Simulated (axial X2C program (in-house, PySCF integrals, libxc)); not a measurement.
# Outer orbitals of NiF at 1.760 Å, HF

Calculated with an axial X2C code built on PySCF integrals. Spin-free means the one-electron spin-free X2C Hamiltonian; two-component (2c) means X2C with spin–orbit coupling and atomic mean-field two-electron Coulomb and Gaunt terms, so the difference of the two also holds small scalar two-electron terms. Basis: Ni dyall-v3z [9s9p6d3f2g], F dyall-v3z [6s5p2d1f] (cores contracted in-house); Gaussian nuclei, density fitting, unrestricted open shells. Masses: Ni 57.935 u, F 18.998 u.

The distance is close to the 2c PBE0 minimum; the highest filled and lowest empty levels are listed.

Spin-free orbitals, state M_S = 1/2, Λ = 0 (beyond evenly filled blocks: σα) (Löwdin shares):

| symmetry | occupied | ε (eV) | atomic character |
| --- | --- | --- | --- |
| σα | yes | -16.07 | 58% Ni d, 40% F p |
| π-α | yes | -14.65 | 51% Ni d, 48% F p |
| π+α | yes | -14.65 | 51% Ni d, 48% F p |
| π+β | yes | -14.35 | 63% F p, 36% Ni d |
| π-β | yes | -14.35 | 63% F p, 36% Ni d |
| σβ | yes | -14.35 | 90% F p, 3% Ni d, 3% Ni s |
| δ-α | yes | -12.61 | 100% Ni d |
| δ+α | yes | -12.61 | 100% Ni d |
| σα | yes | -12.35 | 51% F p, 38% Ni d, 7% Ni s |
| π+α | yes | -12.21 | 50% Ni d, 46% F p, 2% Ni p |
| π-α | yes | -12.21 | 50% Ni d, 46% F p, 2% Ni p |
| π+β | yes | -11.71 | 66% Ni d, 31% F p, 2% Ni p |
| π-β | yes | -11.71 | 66% Ni d, 31% F p, 2% Ni p |
| δ+β | yes | -11.22 | 100% Ni d |
| δ-β | yes | -11.22 | 100% Ni d |
| σα | no | -0.30 | 71% Ni s, 27% Ni p |
| σβ | no | -0.29 | 75% Ni s, 24% Ni p |
| π-α | no | 1.35 | 99% Ni p |
| π+α | no | 1.35 | 99% Ni p |

Spinors with spin–orbit coupling (state Ω = 1/2):

| ω | occupied | ε (eV) | atomic character | λ mixture |
| --- | --- | --- | --- | --- |
| 1/2 | yes | -15.98 | 56% Ni d, 42% F p | 100% σ |
| -1/2 | yes | -14.88 | 54% F p, 44% Ni d | 63% π, 37% σ |
| 3/2 | yes | -14.57 | 50% F p, 48% Ni d | 100% π, 0% δ |
| 1/2 | yes | -14.43 | 60% F p, 38% Ni d | 100% π |
| -3/2 | yes | -14.38 | 61% F p, 38% Ni d | 100% π |
| -1/2 | yes | -14.18 | 84% F p, 11% Ni d, 2% Ni s | 63% σ, 37% π |
| -3/2 | yes | -12.65 | 97% Ni d, 3% F p | 96% δ, 4% π |
| 5/2 | yes | -12.48 | 100% Ni d | 100% δ |
| 1/2 | yes | -12.29 | 49% F p, 41% Ni d, 7% Ni s | 94% σ, 6% π |
| -1/2 | yes | -12.24 | 50% Ni d, 47% F p, 2% Ni p | 92% π, 8% σ |
| 3/2 | yes | -12.18 | 56% Ni d, 40% F p | 88% π, 12% δ |
| 1/2 | yes | -11.83 | 63% Ni d, 34% F p, 2% Ni p | 94% π, 6% σ |
| -3/2 | yes | -11.73 | 66% Ni d, 31% F p | 96% π, 4% δ |
| 3/2 | yes | -11.38 | 96% Ni d, 3% F p | 88% δ, 12% π |
| -5/2 | yes | -11.27 | 100% Ni d | 100% δ |
| 1/2 | no | -0.29 | 71% Ni s, 27% Ni p | 100% σ |
| -1/2 | no | -0.29 | 74% Ni s, 25% Ni p | 100% σ |
| -1/2 | no | 1.35 | 99% Ni p | 100% π |
| 3/2 | no | 1.35 | 99% Ni p | 100% π |

**Question.** How does the gap between the highest filled and lowest empty level change from the spin-free to the 2c table?

**Answer.** From 10.92 to 10.98 eV at HF, a change of 0.06 eV.

Mulliken charges and populations of the two-component result (they depend on the basis, above all on diffuse functions):

Ni 0.69 e (s 6.13 p 12.14 d 9.02 f 0.03), F -0.69 e (s 3.96 p 5.73). ⟨Lz⟩ = 0.08 ħ and ⟨Sz⟩ = 0.42 ħ (0.42 and 0.00 on the two atoms), which add up to Ω.

The state is one determinant whose occupation by symmetry is held fixed; it was picked as the lowest of a PBE0 search that is not exhaustive. PBE0 can misorder states that lie within some tenths of an eV, so this need not be the ground state of the molecule. The nearest other spin-free determinant of the search, M_S = 1/2, Λ = 1, lies 0.04 eV up at the distance of the search.
